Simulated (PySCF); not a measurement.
C2H7AlO, singlet, geometry from GFN2-xTB (such geometries of metal compounds can be far from the true shape).

Here is a job for PySCF.
```python
from pyscf import gto, scf, mp

mol = gto.Mole()
mol.atom = '''
    Al    0.04367935   -0.01071840    0.02948782
    C    -1.44752066   -1.34195573    0.04740224
    H    -1.11874466   -2.31455965   -0.32848525
    H    -2.30192831   -1.03442102   -0.55700306
    H    -1.81385232   -1.51596260    1.06270237
    C     0.01448756    1.69360541   -1.01483942
    H     0.85812912    1.75048597   -1.70790879
    H     0.09954629    2.56465910   -0.35957311
    H    -0.89618418    1.81920068   -1.60203496
    O     1.38167833   -0.33904782    0.93276771
    H     2.14997442   -0.52757875    1.45144254
'''
mol.basis = '6-31+g*'
mol.verbose = 4
mol.build()

mf = scf.RHF(mol)
mf.kernel()

pt = mp.MP2(mf, frozen=8)
pt.kernel()
print('E(MP2) = %.10f' % pt.e_tot)
```

Q: Predict the MP2 correlation energy from MP2/6-31+G* (PySCF).

A: -0.5016 Eh

Q: Predict the SCF-reference Mulliken (on the basis functions themselves) charges in atom order from MP2/6-31+G*.

A: Al1 1.19, C2 -1.05, H3 0.20, H4 0.20, H5 0.20, C6 -1.05, H7 0.20, H8 0.20, H9 0.20, O10 -0.87, H11 0.56
